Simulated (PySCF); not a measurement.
# Reading the logs of faulty runs: BCH8NSi

Calculated results; nothing here was measured. They come from PySCF 2.14.0, an open-source quantum chemistry program, on an isolated molecule that a program drew, which may never have been made. The molecule is BCH8NSi (charge 0, singlet), drawn as the SMILES string `NBC[SiH3]`.

Each row is a Hartree-Fock (HF) and frozen-core CCSD(T) single point in the cc-pV(D+d)Z basis, meant for a local HF minimum. Run 1 is clean. Each other run has one planted mistake out of seven kinds, and not every kind appears here: one electron removed, one electron added, multiplicity raised by two, geometry at a saddle point, minimal basis STO-3G, one bond length entered in bohr, all coordinates scaled. The reference is restricted for singlets and unrestricted otherwise, and also for a bond in bohr. Adding or removing an electron swaps singlet and doublet. Electrons count all cores. HOMO and LUMO are orbital energies over both spins, the gradient is its largest component, and the lowest frequency (negative if imaginary) is given only where the gradient is small. Bond lengths are over the 11 bonds as drawn. T1 is the CCSD diagnostic: over 0.02 (restricted) or 0.045 (unrestricted) a single reference is doubtful.

Geometry of the clean run:
```xyz
12
BCH8NSi, angstrom
N    -0.1986   -2.5713   -0.5876
B     0.4590   -1.6234    0.1950
C     0.8256   -0.1826   -0.3489
Si    2.6550    0.0364   -0.7484
H    -0.4949   -2.4013   -1.5265
H    -0.4133   -3.4891   -0.2594
H     0.7679   -1.9461    1.3149
H     0.2580    0.0793   -1.2499
H     0.5916    0.5693    0.4146
H     2.9250    1.4215   -1.2076
H     3.4969   -0.2285    0.4439
H     3.0750   -0.8933   -1.8273
```

| run | electrons | basis functions | <S^2> | HOMO (eV) | LUMO (eV) | gradient (hartree/bohr) | lowest frequency (cm^-1) | mean bond (Å) | longest bond (Å) | T1 | HF (hartree) | CCSD(T) (hartree) | mistake |
|---|---|---|---|---|---|---|---|---|---|---|---|---|---|
| 1 | 40 | 105 | 0.000 | -11.28 | 4.21 | 6.7e-06 | 62 | 1.3374 | 1.885 | 0.0123 | -410.65604 | -411.23731 | no fault |
| 2 | 41 | 105 | 0.761 | 2.70 | 8.91 | 5.1e-02 | - | 1.3374 | 1.885 | 0.0161 | -410.52662 | -411.12952 | one electron added |
| 3 | 39 | 105 | 0.760 | -16.37 | -7.39 | 1.0e-01 | - | 1.3374 | 1.885 | 0.0545 | -410.31858 | -410.86017 | one electron removed |
| 4 | 40 | 105 | 0.000 | -10.92 | 3.50 | 6.3e-02 | - | 1.4524 | 2.047 | 0.0150 | -410.58900 | -411.18681 | all coordinates scaled |
| 5 | 40 | 105 | 2.018 | -3.75 | -2.10 | 1.1e-01 | - | 1.3374 | 1.885 | 0.0588 | -410.38115 | -410.96115 | ? |

**Which mistake was planted in run 5, and what did it cost?**

Electrons, basis and geometry are unchanged, and <S^2> is 2.018, beside S(S+1) = 2.00 for a multiplicity of 3. So the mistake is: multiplicity raised by two. Subtracting run 1 and multiplying by 627.51 kcal/mol a hartree, the energy moved by 172.5 kcal/mol in HF and 173.3 kcal/mol in CCSD(T).

Cautions from the logs. Run 2: the HOMO is above zero, so the electron isn't bound and the energy depends on the basis; run 3: T1 is over the limit, so its CCSD(T) energy is less reliable; run 5: T1 is over the limit, so its CCSD(T) energy is less reliable.
